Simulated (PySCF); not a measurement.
## Fe²⁺ (iron, charge +2): PBE calculation

Configuration: [Ar] 3d5 4p1, high-spin 7P determinant (an excited configuration). Calculation: PySCF 2.14, in aug-cc-pVTZ-DK; scalar relativity by spin-free X2C-1e.

| Quantity | Value |
| --- | --- |
| Total energy | -1271.097 hartree |
| One-electron energy | -1730.667 hartree |
| Hartree (Coulomb) energy | 514.853 hartree |
| Exchange-correlation energy | -55.283 hartree |
| ⟨S²⟩ | 12.0003 |
| ⟨L²⟩ | 2.002 |
| Sum of ⟨r⟩ | 16.50 bohr |
| Sum of ⟨r²⟩ | 22.14 bohr² |
| Traceless quadrupole moment −½Σ⟨3z² − r²⟩ along its main axis | -3.57 e·bohr² |
| Langevin diamagnetic susceptibility | -17.5 ×10⁻⁶ cm³/mol |

```
shell  electrons  mean orbital energy (hartree)  spread (hartree)  rms radius, mean of both spins (bohr)
 1s α          1                     -257.96891                 0                                 0.0675
 1s β          1                     -257.96662                 0                                 0.0675
 2s α          1                      -31.13832                 0                                  0.290
 2s β          1                      -31.04238                 0                                  0.290
 2p α          3                      -26.67517           0.00326                                  0.261
 2p β          3                      -26.60086           0.00594                                  0.261
 3s α          1                       -4.51208                 0                                  0.865
 3s β          1                       -4.28885                 0                                  0.865
 3p α          3                       -3.25525           0.01271                                  0.919
 3p β          3                       -3.03580           0.01767                                  0.919
 3d α          5                       -1.28428           0.01187                                   1.12
 4p α          1                       -0.64597                 0                                   2.96
```

Densities and radii are taken from the X2C orbitals without a picture-change correction, which distorts them close to the nucleus.
